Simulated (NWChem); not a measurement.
System: CH$_{4}$ClInO; SMILES C[O][InH][Cl]

NWChem printed, in part:

```
             Northwest Computational Chemistry Package (NWChem) 7.3.0
             --------------------------------------------------------

 CS  symmetry detected

                             Geometry "geometry" -> ""
                             -------------------------

 Output coordinates in angstroms (scale by  1.889725989 to convert to a.u.)

  No.       Tag          Charge          X              Y              Z
 ---- ---------------- ---------- -------------- -------------- --------------
    1 In                  49.0000    -0.43587782     0.03833203     0.00000000
    2 H                    1.0000    -2.13350003    -0.15585842     0.00000000
    3 Cl                  17.0000     0.64426922     2.11404128     0.00000000
    4 O                    8.0000     0.91084384    -1.42258676     0.00000000
    5 C                    6.0000     0.60792423    -2.78420776     0.00000000
    6 H                    1.0000     1.04088841    -3.27929901    -0.88973300
    7 H                    1.0000     1.04088841    -3.27929901     0.88973300
    8 H                    1.0000    -0.47713620    -3.01657394     0.00000000

 Effective nuclear repulsion energy (a.u.)     457.1513550019

      Symmetry information
      --------------------

 Group name             Cs
 Group number              2
 Group order               2
 No. of unique centers     7

 Summary of "ao basis" -> "ao basis" (spherical)
 ------------------------------------------------------------------------------
       Tag                 Description            Shells   Functions and Types
 ---------------- ------------------------------  ------  ---------------------
 In                         def2-svp                10       26   4s4p2d
 H                          def2-svp                 3        5   2s1p
 Cl                         def2-svp                 8       18   4s3p1d
 O                          def2-svp                 6       14   3s2p1d
 C                          def2-svp                 6       14   3s2p1d

      Symmetry analysis of basis
      --------------------------

        a'         64
        a"         28

            General Information
            -------------------
          SCF calculation type: DFT
          Wavefunction type:  closed shell.
          No. of atoms     :     8
          No. of electrons :    56
           Alpha electrons :    28
            Beta electrons :    28
          Charge           :     0
          Spin multiplicity:     1
          Use of symmetry is: on ; symmetry adaption is: on
          Maximum number of iterations: 150
          AO basis - number of functions:    92
                     number of shells:    42
          Convergence on energy requested:  1.00D-06
          Convergence on density requested:  1.00D-05
          Convergence on gradient requested:  5.00D-04

              XC Information
              --------------
          PerdewBurkeErnzerhof Exchange Functional  1.000
            Perdew 1991 LDA Correlation Functional  1.000 local
           PerdewBurkeErnz. Correlation Functional  1.000 non-local

             Grid Information
             ----------------
          Grid used for XC integration:  medium
          Radial quadrature: Mura-Knowles
          Angular quadrature: Lebedev.
          Tag              B.-S. Rad. Rad. Pts. Rad. Cut. Ang. Pts.
          ---              ---------- --------- --------- ---------
          In                  1.55      123          11.0       590
          H                   0.35       45          12.0       434
          Cl                  1.00       88          13.0       590
          O                   0.60       49           9.0       434
          C                   0.70       49          11.0       434
          Grid pruning is: on
          Number of quadrature shells:   444
          Spatial weights used:  Erf1

      Superposition of Atomic Density Guess
      -------------------------------------

 Sum of atomic energies:        -791.68690153

      Non-variational initial energy
      ------------------------------

 Total energy =    -763.826397
 1-e energy   =   -1601.080718
 2-e energy   =     598.396921
 HOMO         =      -0.369647
 LUMO         =      -0.030413

      Symmetry analysis of molecular orbitals - initial
      -------------------------------------------------

  Numbering of irreducible representations:

     1 a'          2 a"

  Orbital symmetries:

     1 a'          2 a'          3 a'          4 a'          5 a'
     6 a'          7 a"          8 a'          9 a'         10 a'
    11 a"         12 a'         13 a'         14 a'         15 a'
    16 a"         17 a"         18 a'         19 a'         20 a'
    21 a"         22 a'         23 a'         24 a'         25 a"
    26 a'         27 a'         28 a"         29 a'         30 a"
    31 a'         32 a'         33 a'         34 a"         35 a'
    36 a'         37 a'         38 a"

     ---------------------------------------------
      Total Density - Mulliken Population Analysis
     ---------------------------------------------

    Atom       Charge   Shell Charges
 -----------   ------   -------------------------------------------------------
    1 In  21    19.70   2.60 -0.60  0.70  0.34  3.23  2.76  0.48  0.14  9.70  0.35
    2 H    1     1.04   0.59  0.44  0.01
    3 Cl  17    17.57   2.00  1.99  1.23  0.72  5.94  2.19  3.48  0.01
    4 O    8     9.01   1.99  1.11  0.73  3.09  2.08  0.01
    5 C    6     5.88   1.99  0.92  0.22  1.85  0.85  0.05
    6 H    1     0.94   0.69  0.22  0.02
    7 H    1     0.94   0.69  0.22  0.02
    8 H    1     0.94   0.69  0.22  0.02

   convergence    iter        energy       DeltaE   RMS-Dens  Diis-err
 ---------------- ----- ----------------- --------- --------- ---------
 d= 0,ls=0.0,diis     1   -765.4200406661 -1.00D+03  3.91D-02  8.38D-01
 d= 0,ls=0.0,diis     2   -763.6368984338  1.78D+00  3.20D-02  1.36D+01
 d= 0,ls=0.0,diis     3   -765.4952728263 -1.86D+00  8.81D-03  2.58D-01
 d= 0,ls=0.0,diis     4   -765.5197770839 -2.45D-02  3.41D-03  1.33D-01
 d= 0,ls=0.0,diis     5   -765.5393277725 -1.96D-02  6.04D-04  2.65D-03
  Resetting Diis
 d= 0,ls=0.0,diis     6   -765.5396540650 -3.26D-04  2.30D-04  5.39D-04
 d= 0,ls=0.0,diis     7   -765.5397289641 -7.49D-05  7.85D-05  1.80D-05
 d= 0,ls=0.0,diis     8   -765.5397268907  2.07D-06  5.09D-05  3.27D-05
 d= 0,ls=0.0,diis     9   -765.5397312533 -4.36D-06  1.07D-05  1.06D-06
 d= 0,ls=0.0,diis    10   -765.5397313645 -1.11D-07  3.56D-06  1.52D-07

         Total DFT energy =     -765.539731364533
      One electron energy =    -1603.570988197125
           Coulomb energy =      659.312985393997
    Exchange-Corr. energy =      -60.139128711952
 Nuclear repulsion energy =      238.857400150547

 Numeric. integr. density =       55.999979511517

                  Occupations of the irreducible representations
                  ----------------------------------------------

                     irrep           alpha         beta
                     --------     --------     --------
                     a'               21.0         21.0
                     a"                7.0          7.0

                       DFT Final Molecular Orbital Analysis
                       ------------------------------------

 Vector   26  Occ=2.000000D+00  E=-2.633735D-01  Symmetry=a'
              MO Center=  5.9D-01,  1.8D+00, -3.7D-13, r^2= 2.4D+00
   Bfn.  Coefficient  Atom+Function         Bfn.  Coefficient  Atom+Function
  ----- ------------  ---------------      ----- ------------  ---------------
    42      0.559110  3 Cl px                39      0.415429  3 Cl px
    36      0.242998  3 Cl px                43     -0.242945  3 Cl py
    40     -0.177655  3 Cl py                53     -0.114302  4 O  px
    37     -0.104047  3 Cl py                 3      0.091439  1 In s
    56     -0.088810  4 O  px                52     -0.079786  4 O  s

 Vector   27  Occ=2.000000D+00  E=-2.360360D-01  Symmetry=a'
              MO Center=  5.0D-01, -1.4D+00, -4.6D-15, r^2= 3.0D+00
   Bfn.  Coefficient  Atom+Function         Bfn.  Coefficient  Atom+Function
  ----- ------------  ---------------      ----- ------------  ---------------
    53      0.511037  4 O  px                56      0.369596  4 O  px
    88      0.230164  8 H  s                 89      0.202353  8 H  s
    67     -0.176621  5 C  px                28      0.170213  2 H  s
     3     -0.156059  1 In s                 27      0.136072  2 H  s
    12      0.133086  1 In py                42      0.120906  3 Cl px

 Vector   28  Occ=2.000000D+00  E=-2.238865D-01  Symmetry=a"
              MO Center=  8.3D-01, -1.6D+00, -5.3D-15, r^2= 2.2D+00
   Bfn.  Coefficient  Atom+Function         Bfn.  Coefficient  Atom+Function
  ----- ------------  ---------------      ----- ------------  ---------------
    55      0.545222  4 O  pz                58      0.412784  4 O  pz
    78      0.205153  6 H  s                 83     -0.205153  7 H  s
    69     -0.181416  5 C  pz                79      0.151937  6 H  s
    84     -0.151937  7 H  s                 13      0.147165  1 In pz
    44     -0.139840  3 Cl pz                41     -0.095166  3 Cl pz

 Vector   29  Occ=0.000000D+00  E=-8.184303D-02  Symmetry=a'
              MO Center= -4.1D-01,  1.4D-01, -6.2D-11, r^2= 4.3D+00
   Bfn.  Coefficient  Atom+Function         Bfn.  Coefficient  Atom+Function
  ----- ------------  ---------------      ----- ------------  ---------------
     4      0.722754  1 In s                  3      0.648921  1 In s
    28     -0.546415  2 H  s                 43      0.360604  3 Cl py
     1     -0.351084  1 In s                 52     -0.307366  4 O  s
    27     -0.284640  2 H  s                 35     -0.219054  3 Cl s
    40      0.197684  3 Cl py                53      0.178416  4 O  px

 Vector   30  Occ=0.000000D+00  E=-7.737364D-02  Symmetry=a"
              MO Center= -4.2D-01,  3.4D-02,  6.2D-11, r^2= 4.3D+00
   Bfn.  Coefficient  Atom+Function         Bfn.  Coefficient  Atom+Function
  ----- ------------  ---------------      ----- ------------  ---------------
    13      0.594474  1 In pz                16      0.530648  1 In pz
    44     -0.232575  3 Cl pz                55     -0.208411  4 O  pz
    58     -0.184663  4 O  pz                10     -0.153644  1 In pz
     7     -0.141366  1 In pz                41     -0.137879  3 Cl pz
    38     -0.078599  3 Cl pz                25      0.058642  1 In d  1

 Vector   31  Occ=0.000000D+00  E=-8.435202D-03  Symmetry=a'
              MO Center= -7.3D-01, -4.5D-01,  1.1D-13, r^2= 6.5D+00
   Bfn.  Coefficient  Atom+Function         Bfn.  Coefficient  Atom+Function
  ----- ------------  ---------------      ----- ------------  ---------------
    15      0.944914  1 In py                66      0.702873  5 C  s
    35     -0.367031  3 Cl s                 89     -0.351077  8 H  s
    12      0.336138  1 In py                52      0.235377  4 O  s
    42      0.213683  3 Cl px                70     -0.188256  5 C  px
    79     -0.172684  6 H  s                 84     -0.172684  7 H  s

     ---------------------------------------------
      Total Density - Mulliken Population Analysis
     ---------------------------------------------

    Atom       Charge   Shell Charges
 -----------   ------   -------------------------------------------------------
    1 In  21    20.42   2.60 -0.60  0.94  0.18  3.23  2.78  0.93  0.23  9.62  0.52
    2 H    1     1.06   0.65  0.39  0.01
    3 Cl  17    17.25   2.00  1.98  1.28  0.69  5.93  2.13  3.23  0.01
    4 O    8     8.48   1.99  1.08  0.74  2.83  1.82  0.01
    5 C    6     5.86   1.98  0.91  0.12  2.07  0.72  0.05
    6 H    1     0.98   0.74  0.21  0.02
    7 H    1     0.98   0.74  0.21  0.02
    8 H    1     0.99   0.75  0.22  0.02

     -------------------------------------------
      Total Density - Lowdin Population Analysis
     -------------------------------------------

    Atom       Charge   Shell Charges
 -----------   ------   -------------------------------------------------------
    1 In  21    20.71   1.39  0.54  0.69  0.40  3.03  2.85  1.01  0.47  9.36  0.98
    2 H    1     1.07   0.57  0.47  0.03
    3 Cl  17    17.03   2.00  1.96  1.06  0.79  5.82  2.24  3.16  0.01
    4 O    8     8.26   1.97  0.93  0.62  2.69  2.03  0.02
    5 C    6     5.96   1.96  0.58  0.30  1.84  1.15  0.13
    6 H    1     0.99   0.65  0.27  0.06
    7 H    1     0.99   0.65  0.27  0.06
    8 H    1     0.99   0.65  0.28  0.06

     Multipole analysis of the density
     ---------------------------------

     L   x y z        total         alpha         beta         nuclear
     -   - - -        -----         -----         ----         -------
     0   0 0 0      0.000000    -28.000000    -28.000000     56.000000

     1   1 0 0     -0.898165    -11.980738    -11.980738     23.063310
     1   0 1 0     -0.758115      0.635061      0.635061     -2.028237
     1   0 0 1     -0.000000     -0.000000     -0.000000      0.000000

     2   2 0 0    -37.814016    -66.843348    -66.843348     95.872681
     2   1 1 0     -0.128519      4.887303      4.887303     -9.903125
     2   1 0 1     -0.000000     -0.000000     -0.000000      0.000000
     2   0 2 0    -37.106108   -320.913768   -320.913768    604.721427
     2   0 1 1      0.000000      0.000000      0.000000      0.000000
     2   0 0 2    -34.106954    -19.880420    -19.880420      5.653886
```

Level: PBE/def2-SVP with def2 effective core potentials on In. Coordinates come from a PBE0/def2-SVP optimisation. def2 effective core potentials on In; no spin-orbit coupling.

Task: Which NWChem input produces such a log?

Result: One answer among several that fit: the input that was run:
```
start job
memory heap 200 mb stack 900 mb global 1100 mb
geometry units angstroms noautoz
  In    -0.479212     0.009392     0.000000
  H     -2.177024    -0.183132     0.000000
  Cl     0.602972     2.084040     0.000000
  O      0.866075    -1.452848     0.000000
  C      0.561819    -2.814171     0.000000
  H      0.994297    -3.309687    -0.889733
  H      0.994297    -3.309687     0.889733
  H     -0.523469    -3.045472     0.000000
end
basis spherical
  In library def2-svp
  H library def2-svp
  Cl library def2-svp
  O library def2-svp
  C library def2-svp
end
ecp
  In library def2-ecp
end
dft
  xc xpbe96 cpbe96
  iterations 150
  mulliken
end
task dft energy
```
